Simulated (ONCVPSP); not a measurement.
# Before and after: ONCV potential for cobalt (Co)

ONCVPSP 4.0.1 input, shortened (lines: element, Z, core and valence counts, functional; n l f; lmax; l rc ep ncon nbas qcut; lloc lpopt rc5 dvloc0; l nproj debl; icmod fcfact rcfact), LDA (Perdew-Wang 92), scalar-relativistic:

```
  Co 27.00    3    4  -001012      upf
    1    0    2.00
    2    0    2.00
    2    1    6.00
    3    0    2.00
    3    1    6.00
    3    2    7.00
    4    0    2.00
    2
    0    1.15    0.00    3    7   13.50
    1    1.05    0.00    4    8   11.90
    2    1.40    0.00    3    8   10.10
    4    5    0.80    0.00
    0    2    1.30
    1    2    3.60
    2    1    2.70
    0    0.00    0.00
```

Change: all radii scaled by about 0.82 (s 0.94, p 0.86, d 1.14 bohr); local potential polynomial inside 0.66 bohr (lpopt 5, dvloc0 0 Ha).

Cutoffs: the cutoffs (Ha) at which the residual kinetic energy of the hardest occupied pseudo-wave falls to 1 and 0.1 mHa per electron; they do not see the model core or the augmentation charge, which bear on the density cutoff. Errors are all-electron minus pseudo energies relative to the spin-unpolarised reference configuration.

**Question.** Predict the effect on cutoff, ghosts and configuration errors.

**Answer.** The potential gets harder (56 Ha and 67 Ha → 63 Ha and 207 Ha); of the 4 tests that both files solve, the error grows in 2 and shrinks in 2 by more than 15 % and 0.3 meV (median size 5.2 → 14.3 meV); neither file shows a bound ghost. A smaller radius makes the pseudo-wave follow the all-electron one further in, where it bends more sharply, so more plane waves are needed.

| quantity | base | changed |
| --- | --- | --- |
| cutoff, loose | 56 Ha | 63 Ha |
| cutoff, tight | 67 Ha | 207 Ha |
| loose cutoff by channel | s 56 Ha, p 37 Ha, d 43 Ha | s 63 Ha, p 50 Ha, d 54 Ha |
| bound ghosts | none | none |
| GHOST(+) flags under 300 eV | none | none |
| error for 3s2 3p6 3d7 4s1, meV [ΔE 9.29 eV] | +1.0 | +0.3 |
| error for 3s2 3p6 3d7 4s0, meV [ΔE 26.37 eV] | +7.3 | -71 |
| error for 3s2 3p6 3d6 4s0, meV [ΔE 62.56 eV] | -15 | -27 |
| error for 3s2 3p6 3d7 4s0 4p1, meV [ΔE 14.74 eV] | +3.1 | +1.4 |
